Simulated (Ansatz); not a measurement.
CH$_{8}$AlBSi$_{2}$, SMILES `[AlH2][CH]1[SiH2]B1[SiH3]`. Charge 0, multiplicity 1.

```xyz
13

Al    0.324    0.258    2.334
C     0.057   -0.760    0.613
Si   -1.411    0.423    0.451
B     0.081   -0.099   -0.691
Si    0.740   -0.105   -2.562
H     1.318    1.487    2.365
H    -0.126   -0.543    3.623
H     0.303   -1.791    0.871
H    -2.829    0.007    0.562
H    -1.151    1.386    1.627
H    -0.395   -0.387   -3.484
H     1.282    1.240   -2.900
H     1.807   -1.115   -2.809
```

(1) List the harmonic frequencies (cm⁻¹, unscaled) at PBE0-D4/def2-TZVP in Ansatz. (Estimate.)

(2) Is this a minimum?

(3) Give the ideal-gas thermochemistry at 298.15 K and 1 bar (rigid rotor, harmonic oscillator; point group C1, symmetry number 1).

(4) And at 400, 500, 600, 800 and 1000 K?

Results:

(1) Computed: 60, 77, 126, 217, 273, 327, 367, 444, 479, 515, 537, 571, 600, 622, 628, 723, 760, 773, 814, 896, 927, 943, 947, 1093, 1339, 1930, 1938, 1946, 2209, 2213, 2217, 2239, 3127.

(2) Yes, all 33 modes are real.

(3) Zero-point energy 196.7 kJ/mol; H(298) − E = 222.7 kJ/mol; entropy 384.4 J/(mol·K), of which translation 167.9, rotation 118.7, vibration 97.8; G(298) − E = 108.1 kJ/mol. Modes under 100 cm⁻¹ are hindered rotations or soft bends, so the harmonic entropy is rough.

(4) 
```csv
T (K),H − E (kJ/mol),S (J/mol/K),G − E (kJ/mol)
400,239.1,431.6,66.5
500,257.8,473.1,21.2
600,278.3,510.6,-28.0
800,323.8,575.8,-136.8
1000,373.5,631.1,-257.7
```
